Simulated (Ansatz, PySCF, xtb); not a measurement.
Donor–acceptor adduct: C2H5Ga (SMILES C=[CH][GaH2]) (first 8 atoms) with H2O (SMILES O); geometry from B3LYP-D3(BJ)/def2-TZVP, rigid monomers moved along the line of their centres of mass till Ga3···O9 is 3.12 Å.
(charge 0, multiplicity 1):
```xyz
11

C     -2.0977     0.7257     0.8404
C     -0.8006     0.9683     0.6376
Ga     0.5859    -0.4482     0.7871
H     -2.4674    -0.2756     1.0477
H     -2.8590     1.5010     0.7912
H     -0.5226     1.9977     0.4158
H      0.0433    -1.9338     0.8070
H      2.0895    -0.1358     0.4633
O      0.7935    -0.2803     3.8952
H     -0.0301     0.2133     4.0216
H      0.6804    -1.1313     4.3364
```

Counterpoise-corrected where a basis set is named; no monomer relaxation. Rows marked so take none.

Rows in 6-31G* carry no dispersion term and start afresh at each structure (6-31G* with six Cartesian d functions); the Pople sets are all-electron and without relativity. MP2/6-31G* freezes PySCF's default core, which leaves 3d correlated.

Run with Ansatz (a quantum-chemistry and plane-wave program); PySCF for 6-31G* rows, the dispersion terms; xtb for the GFN methods. Values without a source in brackets are computed.

```json
[
 {"level": "GFN1-xTB", "interaction energy (kJ/mol)": "-40.0"},
 {"level": "HF/6-31G*", "interaction energy (kJ/mol)": "-23.4"},
 {"level": "PBE-D3(BJ)/def2-TZVPPD", "interaction energy (kJ/mol)": "-25.9"},
 {"level": "BP86/6-31G* (no counterpoise)", "interaction energy (kJ/mol)": "-35.1"},
 {"level": "r2SCAN-D4/def2-TZVPPD", "interaction energy (kJ/mol)": "-27.5"},
 {"level": "B3LYP/def2-TZVPPD", "interaction energy (kJ/mol)": "___"},
 {"level": "PBE0-D4/def2-TZVPPD", "interaction energy (kJ/mol)": "-26.2"},
 {"level": "wB97M-V/def2-TZVPPD", "interaction energy (kJ/mol)": "-26.5"},
 {"level": "MP2/6-31G*", "interaction energy (kJ/mol)": "___"}
]
```

Question: Fill in the missing entries.

Answer: 
- B3LYP/def2-TZVPPD, interaction energy (kJ/mol): -19.9
- MP2/6-31G*, interaction energy (kJ/mol): -24.9
